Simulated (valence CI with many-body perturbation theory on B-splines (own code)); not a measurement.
# Cu²³⁺: calculated level list

Calculated by configuration interaction combined with many-body perturbation theory (CI+MBPT): four valence electrons over a frozen Dirac-Fock core [He], a basis of 9 s, 9 p, 8 d, 6 f, 3 g, 1 h functions for each j, with the one-electron correlation potential Σ1 (screened to all orders), the two-electron term Σ2, the three-electron term Σ3, Breit, model QED; selected single and double excitations, second order for the rest, scaled by the run's own slope (own B-spline code, finite nucleus).

No measured spectrum was set against this ion. As an estimate, levels of excited configurations hold to 0.05 to 0.15 % of their energy, terms of the ground configuration to about 0.5 %. Among the levels kept, up to 450 cm⁻¹ of a level comes from second order outside the variational space, and about a tenth of that is noise between levels of different J, which matters for small intervals.

Levels 1 to 45 of 59, with energies above the lowest level, 2s2 2p2 3P_0. "Leading %" is the weight of the configuration and term that name the level; weights of strongly mixed levels are sums over their largest components and can fall short, so below about 35 % the name and the second component can differ from the true leading terms, or belong to a minority configuration.

| No. | Configuration | Term | J | E (eV) | Leading % | g | Second component |
| --- | --- | --- | --- | --- | --- | --- | --- |
| 1 | 2s2 2p2 | 3P | 0 | 0.0 | 86 |  | 13 % 2s2 2p2 1S |
| 2 | 2s2 2p2 | 3P | 1 | 16.4 | 99 | 1.497 |  |
| 3 | 2s2 2p2 | 3P | 2 | 23.4 | 65 | 1.322 | 34 % 2s2 2p2 1D |
| 4 | 2s2 2p2 | 1D | 2 | 46.3 | 65 | 1.169 | 34 % 2s2 2p2 3P |
| 5 | 2s2 2p2 | 1S | 0 | 64.5 | 84 |  | 13 % 2s2 2p2 3P |
| 6 | 2s 2p3 | 5S° | 2 | 79.7 | 93 | 1.957 | 7 % 2s 2p3 3P° |
| 7 | 2s 2p3 | 3D° | 1 | 118.8 | 76 | 0.720 | 18 % 2s 2p3 3P° |
| 8 | 2s 2p3 | 3D° | 2 | 120.1 | 76 | 1.258 | 20 % 2s 2p3 3P° |
| 9 | 2s 2p3 | 3D° | 3 | 126.3 | 100 | 1.329 |  |
| 10 | 2s 2p3 | 3P° | 0 | 142.3 | 100 |  |  |
| 11 | 2s 2p3 | 3P° | 1 | 144.4 | 73 | 1.338 | 19 % 2s 2p3 3D° |
| 12 | 2s 2p3 | 3P° | 2 | 148.3 | 59 | 1.359 | 22 % 2s 2p3 3D° |
| 13 | 2s 2p3 | 3S° | 1 | 165.7 | 70 | 1.724 | 22 % 2s 2p3 1P° |
| 14 | 2s 2p3 | 1D° | 2 | 174.3 | 83 | 1.077 | 15 % 2s 2p3 3P° |
| 15 | 2s 2p3 | 1P° | 1 | 195.2 | 73 | 1.201 | 22 % 2s 2p3 3S° |
| 16 | 2p4 | 3P | 2 | 245.9 | 85 | 1.424 | 14 % 2p4 1D |
| 17 | 2p4 | 3P | 0 | 261.3 | 76 |  | 22 % 2p4 1S |
| 18 | 2p4 | 3P | 1 | 265.6 | 99 | 1.497 |  |
| 19 | 2p4 | 1D | 2 | 276.0 | 85 | 1.067 | 14 % 2p4 3P |
| 20 | 2p4 | 1S | 0 | 312.3 | 74 |  | 23 % 2p4 3P |
| 21 | 2s2 2p 3s | 3P° | 0 | 1226.0 | 97 |  |  |
| 22 | 2s2 2p 3s | 3P° | 1 | 1227.3 | 72 | 1.368 | 25 % 2s2 2p 3s 1P° |
| 23 | 2s2 2p 3s | 3P° | 2 | 1249.5 | 96 | 1.497 |  |
| 24 | 2s2 2p 3p | 3D | 1 | 1251.5 | 68 | 0.680 | 26 % 2s2 2p 3p 1P |
| 25 | 2s2 2p 3s | 1P° | 1 | 1252.8 | 72 | 1.123 | 25 % 2s2 2p 3s 3P° |
| 26 | 2s2 2p 3p | 3P | 1 | 1261.6 | 33 | 1.399 | 28 % 2s2 2p 3p 3S |
| 27 | 2s2 2p 3p | 3D | 2 | 1262.4 | 74 | 1.179 | 12 % 2s2 2p 3p 1D |
| 28 | 2s2 2p 3p | 3P | 0 | 1262.5 | 79 |  | 14 % 2s2 2p 3p 1S |
| 29 | 2s2 2p 3p | 3P | 1 | 1278.8 | 47 | 1.213 | 32 % 2s2 2p 3p 1P |
| 30 | 2s2 2p 3p | 3P | 2 | 1281.9 | 52 | 1.318 | 21 % 2s2 2p 3p 3D |
| 31 | 2s2 2p 3p | 3D | 3 | 1281.9 | 96 | 1.331 |  |
| 32 | 2s2 2p 3p | 3S | 1 | 1282.7 | 62 | 1.725 | 20 % 2s2 2p 3p 1P |
| 33 | 2s2 2p 3d | 3F° | 2 | 1286.9 | 74 | 0.754 | 20 % 2s2 2p 3d 1D° |
| 34 | 2s 2p2 3s | 5P | 1 | 1288.5 | 87 | 2.398 | 5 % 2s 2p2 3s 3S |
| 35 | 2s2 2p 3p | 1D | 2 | 1291.9 | 64 | 1.165 | 28 % 2s2 2p 3p 3P |
| 36 | 2s2 2p 3d | 3F° | 3 | 1293.4 | 68 | 1.116 | 18 % 2s2 2p 3d 3D° |
| 37 | 2s2 2p 3d | 3P° | 2 | 1293.8 | 39 | 1.233 | 31 % 2s2 2p 3d 3D° |
| 38 | 2s2 2p 3d | 3D° | 1 | 1295.8 | 61 | 0.778 | 18 % 2s2 2p 3d 1P° |
| 39 | 2s 2p2 3s | 3P | 0 | 1298.1 | 52 |  | 42 % 2s2 2p 3p 1S |
| 40 | 2s 2p2 3s | 5P | 2 | 1299.8 | 95 | 1.812 |  |
| 41 | 2s2 2p 3p | 1S | 0 | 1304.7 | 42 |  | 36 % 2s 2p2 3s 3P |
| 42 | 2s 2p2 3s | 5P | 3 | 1308.9 | 89 | 1.630 | 9 % 2s 2p2 3s 3D |
| 43 | 2s2 2p 3d | 3F° | 4 | 1311.8 | 97 | 1.248 |  |
| 44 | 2s 2p2 3s | 3P | 1 | 1312.0 | 86 | 1.526 | 6 % 2s2 2p 3p 3P |
| 45 | 2s2 2p 3d | 1D° | 2 | 1312.2 | 49 | 1.010 | 24 % 2s2 2p 3d 3D° |

Names give the largest LS component (configuration and term), which can be under half, so a name can repeat, a term be missing and a line seem to break the LS rules; names also repeat where a configuration has a term twice.

The ionisation energy to 2s2 2p 2P°_1/2 of the next ion comes out as 2182.5 eV (NIST: 2179.4 ± 1.5 eV (semi-empirical)). All 59 levels together are meant to be complete up to 1333.2 eV.
